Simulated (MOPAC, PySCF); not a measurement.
H4InNS2, SMILES `[NH2][In]([SH])[SH]`, neutral singlet in the gas phase. 

Cartesian coordinates (Å):
```xyz
8

N     -1.6191    -0.7338     0.6005
In     0.2945    -0.0657     0.4410
S      2.0932    -1.6540     0.3613
S      0.8058     2.2809     0.5589
H     -2.3394    -0.1076     0.2667
H     -1.7951    -1.6613     0.2371
H      3.0430    -0.7037     0.3925
H     -0.4829     2.6451     0.6818
```
Charge 0, multiplicity 1.

All levels are single points at this geometry (B3LYP-D3(BJ)/def2-TZVP); Pople sets use spherical d functions. Orbital energies aren't observables, and empty levels follow the basis.

B3LYP-D3(BJ)/def2-TZVP in PySCF gives gap (eV) = 5.33.

Problem. Estimate the gap (eV) from each of these levels: B3LYP/6-311+G** (LANL2DZ on In) in PySCF; PBE/6-31G* (LANL2DZ on In) in PySCF; SVWN5/6-31G* (LANL2DZ on In) in PySCF; HF/6-31G* (LANL2DZ on In) in PySCF; PM6 in MOPAC.

Solution. 
```tsv
level	gap (eV)
B3LYP/6-311+G** (LANL2DZ on In) in PySCF	5.34
PBE/6-31G* (LANL2DZ on In) in PySCF	3.71
SVWN5/6-31G* (LANL2DZ on In) in PySCF	3.71
HF/6-31G* (LANL2DZ on In) in PySCF	11.84
PM6 in MOPAC	8.29
```
